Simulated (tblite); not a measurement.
Compound: C7H16N2.
Bonds: C1–C2, C2–C3, C2–N4, N4–N5, N5–C6, C6–C7, C7–C8, C8–C9, N5–C9. Hydrogens: H10, H11, H12 on C1; H13 on C2; H14, H15, H16 on C3; H17 on N4; H18, H19 on C6; H20, H21 on C7; H22, H23 on C8; H24, H25 on C9.

The geometry is computed with GFN2-xTB (gas phase).

(1) List the bond lengths, angles and torsions at this level.

Results:

(1) 
| bond | length (Å) |
| --- | --- |
| C1–C2, C2–C3 | 1.530 |
| C2–N4 | 1.454 |
| N4–N5 | 1.416 |
| N5–C6, N5–C9 | 1.458 |
| C6–C7, C8–C9 | 1.543 |
| C7–C8 | 1.535 |
| C1–H10 and 5 like bonds | 1.088 |
| C2–H13 | 1.096 |
| N4–H17 | 1.020 |
| C6–H18 and 3 like bonds | 1.091 |
| C7–H20 and 3 like bonds | 1.089 |

Bonds in one row agree within 0.01 Å and their mean is given. A selection of angles:
| angle | degrees |
| --- | --- |
| C1–C2–C3 | 110.6 |
| C1–C2–N4 | 107.9 |
| C3–C2–N4 | 114.6 |
| C2–N4–N5 | 113.3 |
| N4–N5–C6 | 111.1 |
| N4–N5–C9 | 115.5 |
| C6–N5–C9 | 104.3 |
| N5–C6–C7 | 108.0 |
| C6–C7–C8 | 104.4 |
| N5–C9–C8 | 106.3 |
| H17–N4–C2 | 110.9 |
| H17–N4–N5 | 112.7 |

Torsions: C1–C2–N4–N5 169° (antiperiplanar); C2–N4–N5–C6 -137° (anticlinal); N4–N5–C6–C7 -95° (anticlinal); N5–C6–C7–C8 -10° (synperiplanar); C6–C7–C8–C9 -12° (synperiplanar); C7–C8–C9–N5 31° (synclinal); N4–N5–C9–C8 85° (synclinal). The mirror-image conformer, all signs reversed, is as good.

N5 (hydrazine nitrogen) is pyramidal (angles 115.5°, 111.1° and 104.3°, sum 330.9°, 0.46 Å off the plane of its three neighbours). N4 (hydrazine nitrogen) is pyramidal (angles 113.3°, 112.7° and 110.9°, sum 336.9°, 0.36 Å off the plane of its three neighbours). The 5-membered ring N5–C6–C7–C8–C9 has internal angles of 103.6° to 108.0° (sum 527°, against 540° for a flat polygon); it is puckered, 0.15 Å rms from its mean plane, widest ring torsion 38°. Of the pairs four or more bonds apart, C3···H24 is among the closest relative to their van der Waals radii: 2.86 Å, 99 % of the sum of Bondi's values.

Point group: C1 (no symmetry element, even within 0.4 Å). Its lowest GFN2-xTB frequency is 14i cm⁻¹, too small to tell a flat minimum from a shallow saddle. One conformer, not necessarily the lowest. 3 starts were optimised and ended at 0.00, 0.02 and 0.06 kcal/mol (GFN2-xTB); the lowest of these is shown.
